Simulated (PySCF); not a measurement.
A GIAO shielding run with PySCF 2.14 (density fitting, non-relativistic, gas phase) on SMILES P[SiH2]S[SiH]1CC1, C2H9PSSi2:

```
$ OMP_NUM_THREADS=1 python probes_run.py task.json out

{"job": {"kind": "nmr", "xc": "PBE0", "basis": "pcSseg-1"}, "charge": 0, "multiplicity": 1}
P      2.286661    -0.434431     0.761598
Si     1.672747     0.942048    -0.895482
S      0.415548    -0.048383    -2.330306
Si    -1.380447    -0.620955    -1.289922
C     -1.430713    -0.878415     0.569986
C     -2.093190     0.434095     0.093059
H      3.021263    -1.284063    -0.047645
H      3.399910     0.315607     1.095946
H      0.939426     2.057400    -0.300298
H      2.753466     1.421549    -1.749091
H     -2.176549    -1.356606    -2.243477
H     -2.101392    -1.610866     0.995125
H     -0.537449    -0.767472     1.172355
H     -3.163231     0.489914     0.230938
H     -1.610465     1.348567     0.409647
```

Hardware: 1 thread of an Intel Xeon, shared host. The job also computes population analyses, field gradients, ring-centre shieldings.

Problem. How large is the calculation?

Solution. 80 electrons, 175 basis functions and 1004 auxiliary functions.

Problem. How long does it take, and how much memory does it need?

Solution. 80 s of wall time, with 12 SCF cycles and 5 response iterations; peak memory 0.87 GiB. Times on a shared host scatter by some tens of per cent.
